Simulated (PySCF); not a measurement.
# HSbO, singlet: structure and spectrum

All numbers come from wB97X in PySCF with Sb def2-TZVP with ECP28, O def2-TZVP, H def2-TZVP; scalar-relativistic core potentials, no spin–orbit coupling; density-fitted integrals.

The structure is a minimum.

```xyz
3
charge 0 multiplicity 1, angstrom
Sb    0.1489    0.0000   -0.1424
O    -1.2223    0.0000    1.0271
H     1.4957    0.0000    0.9628
```

- Point group: Cs
- Bond lengths: Sb–H 1.742 Å, Sb–O 1.802 Å
- Bond angles: H–Sb–O 100.2°
- Rotational constants: 5.766, 0.3651, 0.3434 cm⁻¹
- Principal quadrupole moments (Buckingham, traceless) about the centre of mass: -7.27, 0.56, 6.70 D Å
- Dipole moment: 3.91 D
- Zero-point energy: 20.8 kJ/mol
- Highest occupied level: -9.53 eV
- Heat capacity Cp at 298.15 K: 38.8 J/(mol K)
- Lowest empty level: -1.48 eV
- Principal polarisabilities: 28.3, 39.6, 46.1 bohr³
- Rotational symmetry number: 1
- Enthalpy at 298.15 K above 0 K: 10.34 kJ/mol
- Entropy at 298.15 K and 1 bar: 257.2 J/(mol K)
- Atomisation energy without zero-point energy: 674 kJ/mol

Harmonic modes (masses in u: Sb 120.904, O 15.995, H 1.008):
```csv
symmetry,ω (cm⁻¹),IR (km/mol),μ (u),type
a',712,28.6,1.09,bend
a',903,56.3,15.94,stretch
a',1863,345,1.02,stretch
```

Charges (e):
| atom | Mulliken | Löwdin | polar tensor | Mayer order to Sb1 |
| --- | --- | --- | --- | --- |
| Sb1 | 0.68 | 0.55 | 0.88 | – |
| O2 | -0.61 | -0.47 | -0.63 | 1.93 |
| H3 | -0.07 | -0.09 | -0.25 | 0.93 |

Mulliken populations on Sb1 (electrons outside its core potential): s 3.84, p 8.20, d 10.22, f 0.06.

Counting electrons, antimony keeps 2 of its valence electrons outside its bonds, so the VSEPR class is AX2E1 and the expected shape is bent; with unlike ligands the computed point group is Cs.

This need not be the most stable arrangement of these atoms.

The final relaxation and frequency run took 20 s on 2 threads of a shared AMD EPYC 9R45 96-Core (Zen 5) host, with 87 basis functions and 14 gradients; the process peaked at 0.83 GiB.
